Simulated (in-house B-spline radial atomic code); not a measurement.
Configurations of neutral zinc, with energies counted from [Ar] 3d10 4s2. Computed with a radial B-spline atomic code at the basis-set limit: scalar-relativistic (X2C) TPSS, spin-polarised, spherical fractional occupations, Fermi nucleus of rms radius 3.9283 fm. Shells without spins written out take the highest spin.

Occupations are held fixed; configurations that lie above the ionisation limit could autoionise.

```
                             configuration  E - E(ref) (eV)  highest orbital  its <r> (bohr)
                         [Ar] 3d10 4s1 5d1           8.2998            5d up           18.29
                         [Ar] 3d10 4s1 4f1           8.4202            4f up           16.86
                          [Ar] 3d9 4s2 5s1            14.61            5s up           7.244
                          [Ar] 3d9 4s2 5p1           15.487            5p up           9.479
[Ar] 3d(4 up, 5 down) 4s2 5d(1 up, 0 down)           16.496            5d up           17.98
                 [Ne] 3s2 3p5 3d10 4s2 4d1           90.584            4d up           9.586
```

Q: Order these further configurations by energy, lowest first.
A. [Ar] 3d9 4s2 5f1
B. [Ar] 3d10 4s(1 up, 0 down) 5p(1 up, 0 down)
C. [Ar] 3d9 4s2 4d1
D. [Ne] 3s2 3p(2 up, 3 down) 3d10 4s2 5s(0 up, 1 down)
E. [Ar] 3d9 4s2 4p1

A: B (7.3531 eV), E (11.777 eV), C (15.894 eV), A (16.928 eV), D (89.296 eV).

Q: How far above the reference does [Ne] 3s2 3p5 3d10 4s2 5d1 lie?

A: 91.184 eV; its least bound orbital is 5d up with <r> = 17.95 bohr.

Q: How far above the reference does [Ar] 3d(4 up, 5 down) 4s2 5p(1 up, 0 down) lie?

A: 15.497 eV; its least bound orbital is 5p up with <r> = 9.532 bohr.
